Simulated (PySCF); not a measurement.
# A survey of 19F NMR shifts

Computed data (PySCF 2.14.0 with density-fitted response routines): σ from GIAO-PBE0/pcSseg-1, GFN2-xTB structure. Rapidly exchanging positions averaged, single conformer, no solvent, non-relativistic Hamiltonian.

Shieldings were converted by a linear fit to measured shifts: 19F (scatter 6.0 ppm rms, 7.0 ppm with the 5 outliers that the fit left out vs CFCl3, solution or neat liquid, with a term for F on sp3 carbon). A few per cent of atoms miss by over 2 rms, more outside the fitted compound classes.

**Question.** Give the 19F shifts of `CN([SiH3])C[SiH2]C(F)(F)F`, `CN[SiH2][C@@H](F)[C@@H](C)F`, `FC(F)(F)C(F)(F)/C=N\[SiH3]`, `C[C@@H](F)[C@H](F)S(=O)(=O)Cl`, `CN[SiH2][C@@H](F)[C@H](C)F`, `CSC[SiH2]C1=CC[C@H]1F`.

**Answer.** 
```json
{"compound": "CN([SiH3])C[SiH2]C(F)(F)F", "environment": "fluorine of a CF3 group (×3)", "δ (ppm)": "-57.5"}
{"compound": "[CH3:1][NH:2][SiH2:3][C@@H:4]([F:5])[C@@H:6]([CH3:7])[F:8]", "environment": "F8: fluorine on an sp3 carbon", "δ (ppm)": "-195.4"}
{"compound": "[CH3:1][NH:2][SiH2:3][C@@H:4]([F:5])[C@@H:6]([CH3:7])[F:8]", "environment": "F5: fluorine on an sp3 carbon", "δ (ppm)": "-233.0"}
{"compound": "[F:1][C:2]([F:3])([F:4])[C:5]([F:6])([F:7])/[CH:8]=[N:9]\\[SiH3:10]", "environment": "F1/3/4: fluorine of a CF3 group (×3)", "δ (ppm)": "-80.3"}
{"compound": "[F:1][C:2]([F:3])([F:4])[C:5]([F:6])([F:7])/[CH:8]=[N:9]\\[SiH3:10]", "environment": "F6/7: fluorine of a CF2 group (×2)", "δ (ppm)": "-121.6"}
{"compound": "[CH3:1][C@@H:2]([F:3])[C@H:4]([F:5])[S:6](=[O:7])(=[O:8])[Cl:9]", "environment": "F5: fluorine on an sp3 carbon", "δ (ppm)": "-160.4"}
{"compound": "[CH3:1][C@@H:2]([F:3])[C@H:4]([F:5])[S:6](=[O:7])(=[O:8])[Cl:9]", "environment": "F3: fluorine on an sp3 carbon", "δ (ppm)": "-184.4"}
{"compound": "[CH3:1][NH:2][SiH2:3][C@@H:4]([F:5])[C@H:6]([CH3:7])[F:8]", "environment": "F8: fluorine on an sp3 carbon", "δ (ppm)": "-192.8"}
{"compound": "[CH3:1][NH:2][SiH2:3][C@@H:4]([F:5])[C@H:6]([CH3:7])[F:8]", "environment": "F5: fluorine on an sp3 carbon", "δ (ppm)": "-235.3"}
{"compound": "CSC[SiH2]C1=CC[C@H]1F", "environment": "fluorine on an sp3 carbon", "δ (ppm)": "-170.4"}
```

**Question.** Order these by 19F shift, lowest first.
A. CCC(F)(F)S(=O)(=O)Cl
B. FC(F)CCCN[SiH3]
C. C[C@@H](F)[C@H](C)S(=O)(=O)Cl
D. C#CC[C@@](F)([SiH2]C)SC
E. CN[SiH2]C(F)(F)F

**Answer.** C (-184.4 ppm, fluorine on an sp3 carbon), D (-166.5 ppm, fluorine on an sp3 carbon), B (-123.4 ppm, fluorine of a CF2 group), A (-91.9 ppm, fluorine of a CF2 group), E (-59.3 ppm, fluorine of a CF3 group).
